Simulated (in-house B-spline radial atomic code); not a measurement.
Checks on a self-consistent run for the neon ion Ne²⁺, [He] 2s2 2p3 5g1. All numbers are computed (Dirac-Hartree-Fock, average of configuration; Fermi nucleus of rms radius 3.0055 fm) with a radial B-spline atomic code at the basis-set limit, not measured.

```csv
orbital,q,ε (Eh),<1/r>,<r²>,small-component weight
1s1/2,2,-35.78493,9.65604,0.033169,0.0012369
2s1/2,2,-4.18966,1.82029,0.749394,0.000173
2p1/2,1,-3.37155,1.73623,0.69644,0.00016122
2p3/2,2,-3.36605,1.73243,0.698495,0.0001609
5g7/2,0.44444,-0.18000,0.120005,91.661,4.7929e-06
5g9/2,0.55556,-0.18000,0.120004,91.6624,4.7929e-06
```

Electron-electron repulsion V_ee = 33.9926 hartree.

**Question.** What total energy follows from the eigenvalues?

**Answer.** The eigenvalues count the repulsion twice, so E = Σqε - V_ee = -90.233 - 33.993 = -124.225 hartree; the run printed -124.225.

**Question.** Does the Dirac virial theorem hold?

**Answer.** For a point nucleus E = -2c²Σq·w, with w the small-component weight. Here Σq·w = 0.0033076 and c = 137.0360, so the ratio E/(-2c²Σq·w) is 1.000001.

**Question.** What diamagnetic shielding (Lamb formula) and susceptibility (Langevin formula) do the radii give?

**Answer.** σ = (α²/3)Σq<1/r> = 28.2737/(3·137.036²) = 501.87 ppm, and χ = -0.79199×10⁻⁶·Σq<r²> = -75.49×10⁻⁶ cm³/mol with Σq<r²> = 95.32 bohr². Both are non-relativistic formulas without the paramagnetism of open shells.
